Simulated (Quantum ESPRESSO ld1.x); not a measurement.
Bi51+, 32 electrons, occupied as [Ar] 3d10 4s2 4p2. Method: scalar-relativistic Kohn-Sham, LDA (Slater exchange, VWN5 correlation), spin-polarised, spherical densities, point nucleus; open shells are filled with parallel spins first; computed with ld1.x of Quantum ESPRESSO 7.5.

Normalised radial functions P(r) = r R(r), r in bohr:

r          3p down   3d up  4s down
0.0008667   0.0114  0.0000   0.2259
0.001093    0.0166  0.0001   0.2656
0.001389    0.0246  0.0002   0.3119
0.001766    0.0364  0.0003   0.3632
0.002245    0.0538  0.0006   0.4183
0.002832    0.0782  0.0011   0.4726
0.0036      0.1149  0.0020   0.5260
0.004576    0.1678  0.0038   0.5700
0.005818    0.2431  0.0072   0.5948
0.007337    0.3442  0.0133   0.5883
0.009327    0.4854  0.0248   0.5346
0.01186     0.6700  0.0459   0.4162
0.01507     0.8977  0.0837   0.2200
0.01901     1.1466  0.1470  -0.0443
0.02417     1.3989  0.2566  -0.3715
0.03072     1.5780  0.4336  -0.6914
0.03905     1.5804  0.7030  -0.8967
0.04925     1.3009  1.0674  -0.8604
0.06261     0.6357  1.5423  -0.4811
0.07959    -0.3822  2.0558   0.2144
0.1012     -1.5316  2.4799   0.9675
0.1276     -2.3995  2.6449   1.3182
0.1622     -2.6774  2.4366   0.8917
0.2062     -2.2340  1.8626  -0.2989
0.2621     -1.3804  1.1283  -1.5837
0.3306     -0.6241  0.5263  -2.1001
0.4203     -0.1822  0.1661  -1.6484
0.5343     -0.0317  0.0326  -0.7954
0.6792     -0.0029  0.0035  -0.2242
0.8566     -0.0001  0.0002  -0.0359
1.089      0.0000  0.0000  -0.0025

3p down: eigenvalue -5876.8 eV, 1 radial node at r = 0.0733 bohr, <r> = 0.170 bohr, 90 % of the charge inside 0.253 bohr. 3d up: eigenvalue -5228.6 eV, 0 radial nodes, <r> = 0.153 bohr, 90 % of the charge inside 0.236 bohr. 4s down: eigenvalue -3175.2 eV, 3 radial nodes at r = 0.0184, 0.0745, 0.196 bohr, <r> = 0.335 bohr, 90 % of the charge inside 0.473 bohr.
